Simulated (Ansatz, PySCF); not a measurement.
C2H4GeN2, SMILES N(/C#N)=[CH]/[GeH3]. Atoms are numbered in the order given.

```xyz
9

N      2.6732    -0.8909    -0.8083
C      2.0531    -0.0268    -0.3350
N      1.4696     1.0340     0.2191
C      0.2130     1.1062     0.4485
Ge    -1.1837    -0.2464     0.0787
H     -0.1141     2.0515     0.9128
H     -1.8135    -0.6192     1.4295
H     -2.2375     0.4328    -0.8089
H     -0.5532    -1.4589    -0.6094
```

Geometry optimised at PBE0-D3(BJ)/def2-SVP. The structure was generated by enumeration; whether it is a known compound was not checked.

Vertical ionisation energy (IE) and electron affinity (EA) in eV. Rows of orbital energies are one-electron estimates. Where ΔSCF, EOM or ADC give a negative EA the extra electron is unbound and the value depends on the basis.

```
level                                                                        IE    EA
------------------------------------------------------------------------  -----  ----
−ε(HOMO), −ε(LUMO), CAM-B3LYP/def2-TZVP (PySCF)                            9.32  1.41
−ε(HOMO), −ε(LUMO), PBE/def2-TZVP (PySCF)                                  6.66  3.55
ΔSCF, CAM-B3LYP/def2-SVPD (Ansatz), final states of multiplicity 2 and 2  10.19  0.73
ΔSCF, PBE/def2-SVPD (Ansatz), final states of multiplicity 2 and 2         9.78  0.68
```

Problem. What vertical singlet–triplet gap does ΔSCF give with CAM-B3LYP/def2-SVPD (Ansatz, a quantum-chemistry and plane-wave program) and with PBE/def2-SVPD (Ansatz)? (An estimate is asked for; the answer gives what the named calculation found.)

Solution. 3.09 and 2.89 eV (triplet above singlet where positive).
